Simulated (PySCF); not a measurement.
W(S)2(F)(OH) (FHOS2W), SMILES [OH][W]([F])(=[S])=[S], multiplicity 1.

Geometry optimised at B3LYP-D3(BJ)/def2-SVP. A frequency run showed that this geometry is not a minimum. The spin state was assumed, not searched. The def2 effective core potentials stand for the cores of W; spin–orbit coupling is left out. One conformer was computed; it need not be the lowest.

Calculation: TDDFT-PBE/def2-SVPD in PySCF 2.14.0.

Vertical excitations. The molecule is in vacuum. State labels are in the subgroup Cs.

Q: Estimate the UV-visible absorptions. (The exact figures need the calculation; the answer reports its results.)

A: 
| state | symmetry | energy (eV) | λ (nm) | f | main pairs |
|---|---|---|---|---|---|
| S1 | A' | 2.95 | 420 | 0.001 | HOMO→LUMO+1 99 % |
| S2 | A" | 2.98 | 415 | 0.020 | HOMO→LUMO 90 % |
| S3 | A" | 3.65 | 340 | 0.000 | HOMO−1→LUMO 97 % |
| S4 | A' | 3.73 | 333 | 0.002 | HOMO−2→LUMO 98 % |
| S5 | A" | 3.87 | 321 | 0.000 | HOMO→LUMO+2 95 % |
| S6 | A" | 4.11 | 301 | 0.001 | HOMO−2→LUMO+1 54 %, HOMO→LUMO+3 42 % |
| S7 | A' | 4.17 | 298 | 0.004 | HOMO−1→LUMO+1 69 %, HOMO→LUMO+4 20 % |
| S8 | A' | 4.43 | 280 | 0.006 | HOMO→LUMO+4 69 %, HOMO−3→LUMO 18 % |
| S9 | A" | 4.49 | 276 | 0.034 | HOMO→LUMO+3 40 %, HOMO−1→LUMO+2 36 %, HOMO−2→LUMO+1 16 % |
| S10 | A' | 4.71 | 263 | 0.003 | HOMO−3→LUMO 52 %, HOMO−2→LUMO+2 34 % |
| T1 | A" | 2.35 | 528 | 0 | HOMO→LUMO 98 % |
| T2 | A' | 2.71 | 457 | 0 | HOMO→LUMO+1 98 % |
| T3 | A' | 3.33 | 372 | 0 | HOMO−1→LUMO+1 89 % |
| T4 | A" | 3.38 | 367 | 0 | HOMO−1→LUMO 93 % |
Triplets are in the Tamm–Dancoff approximation, which puts them higher than full response would, so one can lie above its singlet here.
